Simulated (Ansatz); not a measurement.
Reaction (cleavage of the Si–Si bond): `CB[SiH2][SiH2]Cl` + `C=CN[SiH2]Cl` → `C=CN([SiH2]Cl)[SiH2]Cl` + `CB[SiH3]`

Isolated molecules relaxed with PBE0-D4/def2-TZVP in Ansatz; ΔE leaves out vibrations. CBS: MP2 limit from def2 TZ/QZ plus the TZ coupled-cluster correction, frozen cores. Each species was taken in one conformer, which may not be the lowest.

`CB[SiH2][SiH2]Cl`:

Cartesian coordinates in Å:
```
C -0.082 -2.176 0.029
B 0.903 -0.992 0.182
Si 0.735 0.707 -0.878
Si -0.678 2.063 0.413
Cl -2.383 0.982 0.882
H -0.574 -2.271 -0.940
H -0.880 -1.926 0.753
H 0.316 -3.142 0.350
H 1.720 -1.014 1.062
H 2.006 1.469 -1.044
H 0.086 0.554 -2.211
H -1.122 3.290 -0.296
H -0.047 2.457 1.699
```

`C=CN[SiH2]Cl`:

Z-matrix (Å, degrees):
```
Si
Cl 1 2.062
N 1 1.712 2 114.0
H 1 1.477 2 106.8 3 118.7
H 1 1.478 2 106.3 3 -119.1
C 3 1.387 1 125.4 2 -80.1
H 3 1.010 1 119.0 2 86.3
C 6 1.330 3 126.2 1 169.0
H 6 1.087 3 113.8 1 -11.9
H 8 1.080 6 120.2 3 178.6
H 8 1.085 6 122.0 3 -1.3
```

`C=CN([SiH2]Cl)[SiH2]Cl`:

Cartesian coordinates in Å:
```
C -0.492 2.008 -0.794
C -0.454 1.158 0.227
N 0.052 -0.154 0.205
Si 0.402 -0.946 -1.295
Cl 2.132 -0.246 -2.153
Si 0.189 -0.998 1.709
Cl -1.590 -1.872 2.255
H -0.923 2.990 -0.654
H -0.098 1.774 -1.776
H -0.844 1.472 1.192
H -0.688 -0.713 -2.264
H 0.601 -2.376 -0.982
H 1.188 -2.072 1.559
H 0.525 -0.025 2.769
```

`CB[SiH3]`:

Z-matrix (Å, degrees):
```
C
B 1 1.550
H 1 1.092 2 114.9
H 1 1.106 2 102.7 3 113.8
H 1 1.091 2 116.1 3 -131.0
Si 2 2.018 1 124.4 3 151.8
H 2 1.201 1 118.6 3 -30.5
H 6 1.494 2 107.9 1 -112.4
H 6 1.491 2 111.7 1 130.1
H 6 1.491 2 114.0 1 7.1
```

| species | CCSD(T)/CBS(def2) energy (Eh) |
| --- | --- |
| `CB[SiH2][SiH2]Cl` | -1105.62397 |
| `C=CN[SiH2]Cl` | -883.32876 |
| `C=CN([SiH2]Cl)[SiH2]Cl` | -1632.86544 |
| `CB[SiH3]` | -356.10570 |

Q: Work out ΔE.

A: ΔE = (-1632.86544) + (-356.10570) − (-1105.62397) − (-883.32876) = -0.01841 Eh = -0.50 eV.

Largest T1 diagnostic among the species: 0.012.

The D4 term adds −0.10 eV with B3LYP and −0.05 eV with PBE0; it sums over pairs of atoms, weighted by their polarisabilities, and B3LYP, whose exchange is more repulsive, gets the larger term. From PBE to PBE0 (25 % exact exchange), in def2-TZVPP and without D4, ΔE moves by −0.07 eV.

B3LYP here is the variant with VWN-RPA as its local correlation; programs differ in this.
